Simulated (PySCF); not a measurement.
Problem. What does the PBE0-D3(BJ)/def2-SVP structure of `B/C(F)=C/OC` look like in three dimensions?

Solution. 
```
atom  x, y, z in Å
B1     2.4806    0.1597   -0.5119
C2     1.3038   -0.5382    0.1342
F3     1.4464   -1.6761    0.8332
C4     0.0480   -0.0204    0.0288
O5    -1.0184   -0.5866    0.5643
C6    -2.2487    0.0865    0.4179
H7     2.2684    1.1782   -1.1280
H8     3.5998   -0.2806   -0.4192
H9    -0.0914    0.9090   -0.5354
H10   -3.0338   -0.6011    0.7546
H11   -2.4352    0.3573   -0.6346
H12   -2.2768    0.9968    1.0397
```

Orientation and origin are arbitrary. Atoms count from 1 in this order. The 6 heavy atoms lie in one plane (0.013 Å rms). O5 (ether oxygen) is bent (angle 117.2°). B1 (three-coordinate boron) is planar (angles 121.4°, 120.6° and 118.0°, sum 360.0°, 0.00 Å off the plane of its three neighbours). Of the pairs four or more bonds apart, H9···H11 is among the closest relative to their van der Waals radii: 2.41 Å, 100 % of the sum of Bondi's values.

Bonds between heavy atoms (Å): B1–C2 1.513, C2–F3 1.343, C2=C4 1.362, C4–O5 1.321, O5–C6 1.410.

Method used: PySCF 2.14.0, PBE0-D3(BJ)/def2-SVP geometry optimisation, gas phase.

Point group: near Cs, missed by 0.35 Å at most; the miss may be what the optimiser left on a soft mode. Not checked by PBE0-D3(BJ)/def2-SVP frequencies. The numbers are those of one conformer (C2–C4–O5–C6 178°).
